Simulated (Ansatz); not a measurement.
Start from `[GeH3][Br]` and change one element to get `[Cl][GeH3]`.

Ansatz, PBE0-D4/def2-TZVP geometries, multiplicity 1. 

Scalar relativity is left out up to krypton.

| property | `[GeH3][Br]` |
| --- | --- |
| size of the dipole moment (PBE/def2-TZVPP) / D | 1.78 |
| size of the dipole moment (B3LYP/def2-TZVPP) / D | 1.88 |
| size of the dipole moment (ωB97M-V/def2-TZVPP) / D | 1.95 |
| HOMO energy (B3LYP/def2-TZVPP) / eV | -8.00 |
| HOMO–LUMO gap (ωB97M-V/def2-TZVPP) / eV | 11.74 |
| zero-point energy (PBE0-D4/def2-TZVP) / kJ/mol | 63.3 |

Question: What does the change do to each property? (Best estimate.)

Answer: Ansatz gave: 
| property | `[Cl][GeH3]` | shift |
| --- | --- | --- |
| size of the dipole moment (PBE/def2-TZVPP) / D | 1.85 | 0.07 |
| size of the dipole moment (B3LYP/def2-TZVPP) / D | 1.94 | 0.06 |
| size of the dipole moment (ωB97M-V/def2-TZVPP) / D | 1.98 | 0.03 |
| HOMO energy (B3LYP/def2-TZVPP) / eV | -8.51 | -0.51 |
| HOMO–LUMO gap (ωB97M-V/def2-TZVPP) / eV | 12.66 | 0.92 |
| zero-point energy (PBE0-D4/def2-TZVP) / kJ/mol | 64.4 | 1.1 |

With PBE0 the HOMO falls by 0.52 eV and the LUMO rises by 0.34 eV, so the gap widens by about 0.86 eV. PBE moves the HOMO by -0.40 eV and ωB97M-V by -0.55 eV. Dipoles are sizes alone; their direction can turn.

B3LYP here is the variant with VWN-RPA as its local correlation; programs differ in this.

Spin–orbit coupling is left out; it splits and shifts lone-pair levels of the heavy atoms by tenths of an eV.
